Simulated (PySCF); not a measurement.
UHF on Ne⁺ (neon, charge +1), [He] 2s1 2p5 3d1, one real determinant (an excited configuration). Computed with PySCF 2.14 in aug-cc-pwCVTZ (7s6p4d2f, 59 functions), with no relativity, point nucleus.

```
cycle= 1 E= -125.2254735193  delta_E= -0.00253  |g|= 0.0195  |ddm|= 0.163
cycle= 2 E= -125.225554487627  delta_E= -8.1e-05  |g|= 0.01  |ddm|= 0.0588
cycle= 3 E= -125.2254681831  delta_E= 8.63e-05  |g|= 0.00448  |ddm|= 0.0581
cycle= 4 E= -125.225444705795  delta_E= 2.35e-05  |g|= 0.000905  |ddm|= 0.0159
cycle= 5 E= -125.225445680245  delta_E= -9.74e-07  |g|= 7.61e-05  |ddm|= 0.0136
cycle= 6 E= -125.22544568697  delta_E= -6.73e-09  |g|= 1.11e-05  |ddm|= 0.00107
cycle= 7 E= -125.225445687027  delta_E= -5.72e-11  |g|= 1.72e-06  |ddm|= 2.75e-05
converged SCF energy = -125.225445687027  <S^2> = 3.7524204  2S+1 = 4.00121
```

Highest occupied orbital energy: 4.431 eV; ⟨L²⟩ = 8.00; populations by l: s 3.00, p 5.00, d 1.00, f 0.00.

Problem. Can this result be used?

Solution. Not for this state. The run converged. ⟨L²⟩ = 8.00 against 12 for a pure F term, so this real determinant mixes terms. The outer electron is Rydberg-like, and this basis confines it to a smaller radius and binds it less than a complete one would. At UHF the highest occupied level has a positive energy, so only the finite basis holds that electron; for this excited configuration the basis is too tight for the outer shell.
